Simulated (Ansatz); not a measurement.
Mulliken charges of FGaH4Si (`[F][GaH][SiH3]`) from ωB97M-V/def2-TZVPP in Ansatz (PBE0-D4/def2-TZVP geometry).

```csv
atom,x (Å),y (Å),z (Å),charge (e)
F1,0.232,-2.152,1.342,-0.398
Ga2,0.019,-0.400,1.279,0.482
Si3,-0.030,0.451,-0.971,-0.043
H4,-0.097,0.235,2.705,-0.028
H5,-1.196,-0.126,-1.692,-0.003
H6,-0.144,1.933,-0.983,-0.008
H7,1.216,0.058,-1.681,-0.002
```

Question: By hand: the dipole of these point charges (1 e Å = 4.8032 D).

Answer: Σ q r = (-0.077, 0.623, 0.065) e Å, of length 0.631 e Å = 3.03 D.

Question: How does the dipole of the full density compare? (An estimate is asked.)

Answer: Ansatz gave: (-0.054, 0.469, -0.093) e Å, 2.31 D; the point charges give 1.31 times that, at 17° from its direction.

Point charges leave out the atoms' own dipoles, such as those of lone pairs, and Mulliken's split depends on the basis, so the two needn't agree.
